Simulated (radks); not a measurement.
Question: Fe, configuration [Ar] 3d6.5 4s1.5 (fractional occupations, a model configuration). Method: Dirac Kohn-Sham, BLYP, spin-unpolarised, spherical densities, finite nucleus; open shells fill j = l - 1/2 first; Fermi nuclear charge, rms radius 3.7377 fm; computed with a radial shooting solver on a logarithmic mesh with Libxc functionals.

Spin-orbit splittings of the eigenvalues, e(l+1/2) - e(l-1/2), with zeta = 2 splitting/(2l+1) and mean radii in bohr:

| shell | occ. | splitting (eV) | zeta (eV) | <r> j=l-1/2 | <r> j=l+1/2 |
|---|---|---|---|---|---|
| 2p | 6 | 12.50 | 8.331 | 0.2334 | 0.2365 |
| 3p | 6 | 1.537 | 1.024 | 0.8552 | 0.8649 |
| 3d | 6.5 | ? | ? | 1.200 | 1.209 |

Estimate the 3d splitting.

Answer: 0.1439 eV (zeta = 0.05756 eV).
